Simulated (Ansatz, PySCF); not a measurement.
CHF2, SMILES F[CH]F (connectivity only; charge and spin as stated), charge +1, multiplicity 1. Atoms are numbered in the order given.

```xyz
4

F      0.0000    -1.0526     0.2155
C      0.0000     0.0000    -0.4161
F      0.0000     1.0526     0.2155
H      0.0000     0.0000    -1.5144
```
Charge +1, spin multiplicity 1.

Geometry: PBE0-D3(BJ)/def2-TZVP. The spin state was assumed, not searched. The isomer is the one that the SMILES or the coordinates give; other isomers of the formula were not compared.

Two levels are set side by side: PBE-D3(BJ)/def2-TZVP (Ansatz, a quantum-chemistry and plane-wave program) and PBE0-D3(BJ)/def2-TZVP (Ansatz). Each level has its own optimised geometry; the coordinates shown are those of the second. Frequencies come from the Hessian of PySCF at each geometry. Differences are taken from unrounded values.

```tsv
quantity	PBE0-D3(BJ)
mean bond length (Å)	1.184
bond F1–C2 (Å)	1.228
bond C2–F3 (Å)	1.228
bond C2–H4 (Å)	1.098
highest harmonic wavenumber (cm⁻¹)	3145
mean harmonic wavenumber (cm⁻¹)	1554
zero-point energy (kcal/mol)	13.33
```

Task: What does PBE-D3(BJ) give, and how far is it from PBE0-D3(BJ)? (Estimate from the structure and the level; the computed values follow.)

Result: 
```tsv
quantity	PBE-D3(BJ)	PBE-D3(BJ) minus PBE0-D3(BJ)
mean bond length (Å)	1.198	0.014
bond F1–C2 (Å)	1.244	0.017
bond C2–F3 (Å)	1.244	0.017
bond C2–H4 (Å)	1.106	0.008
highest harmonic wavenumber (cm⁻¹)	3053	-92
mean harmonic wavenumber (cm⁻¹)	1486	-68
zero-point energy (kcal/mol)	12.74	-0.59
```

Exact exchange shortens and stiffens bonds; PBE has none. Differences between two approximate levels are no errors against the true value.
